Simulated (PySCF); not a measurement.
Ionisation energy of Se²⁹⁺ by level of theory

Se²⁹⁺ [He] 2s2 2p1 (2P) → Se³⁰⁺ [He] 2s2 (1S), as a difference of total energies. Computed with PySCF 2.14 in an even-tempered Gaussian basis (19 s from 8.1 bohr⁻², ratio 2.2; 12 p from 11 bohr⁻², ratio 2.2; 6 d from 43 bohr⁻², ratio 2.4; 5 f from 64 bohr⁻², ratio 2.4; 4 g from 97 bohr⁻², ratio 2.4), with the spin-free X2C one-electron Hamiltonian (Gaussian nucleus). Correlated levels: nothing frozen; virtual orbitals above 40 to 60 times the deepest correlated orbital energy dropped. The calculations carry no spin-orbit coupling.

```json
{"method": "UHF", "ionisation energy (eV)": "3274.4"}
{"method": "LDA", "ionisation energy (eV)": "3271.1"}
{"method": "PBE", "ionisation energy (eV)": "3275.4"}
{"method": "PBE0", "ionisation energy (eV)": "3275.4"}
{"method": "r2SCAN", "ionisation energy (eV)": "3276.8"}
{"method": "B3LYP", "ionisation energy (eV)": "3276.3"}
{"method": "MP2 (all electrons)", "ionisation energy (eV)": "3273.7"}
```

Problem. Estimate what r2SCAN0 gives.

Solution. 3276.4 eV, closest to B3LYP among the rows shown.

Problem. Estimate what SCS-MP2 (all electrons) gives.

Solution. 3273.3 eV, closest to MP2 (all electrons) among the rows shown.

A first-order spin-orbit estimate (lowest level to lowest level, LS coupling) adds 31.721 eV.

For this ion Breit and QED terms and the two-electron picture change, all absent here, outweigh the differences among the correlated methods.

For comparison: 3301.8 ± 2.1 eV (semi-empirical (NIST evaluation); NIST Atomic Spectra Database, ionization energies).
